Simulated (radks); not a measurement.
W21+, configuration [Kr] 4d10 4f7.

Calculated with a radial shooting solver on a logarithmic mesh with Libxc functionals: scalar-relativistic Kohn-Sham, PBE, spin-unpolarised, spherical densities, point nucleus.

Energy parts (eV):
total: -434441.05
kinetic: 479262.39
electron-nucleus: -1042897.18
Hartree: 137368.21
exchange-correlation: -8174.46

Orbitals (lengths in bohr, moments of r in powers of bohr; r(90%) holds 90 % of the orbital's charge):
orbital  occ.  eigenvalue (eV)  r(90%)      <r>
1s          2        -70081.51  0.0334  0.01834
2s          2        -12577.49   0.120  0.07756
2p          6        -11071.34   0.113  0.06944
3s          2        -3345.394   0.294   0.2008
3p          6        -2899.277   0.300   0.2010
3d         10        -2387.148   0.282   0.1821
4s          2        -1123.165   0.626   0.4384
4p          6        -972.0119   0.664   0.4608
4d         10        -781.4713   0.706   0.4785
4f          7        -569.7975   0.745   0.4832

The highest occupied level is 4f at -569.80 eV. The density falls to 0.001 e/bohr^3 at r = 1.46 bohr. Summed over all electrons, <r^2> = 7.215 bohr^2, which gives a Langevin (diamagnetic) susceptibility term of -5.71 x 10^-6 cm^3/mol. For comparison, the ionisation energy in NIST's Atomic Spectra Database is 595 eV (semi-empirical). In exact Kohn-Sham theory the highest level is minus the ionisation energy, but local and semilocal functionals leave it too shallow, through self-interaction and a potential that decays too fast; potentials with the right tail come closer.

Beside tabulated values, note that spin-unpolarised runs miss the spin-polarisation part of the exchange energy of open shells.
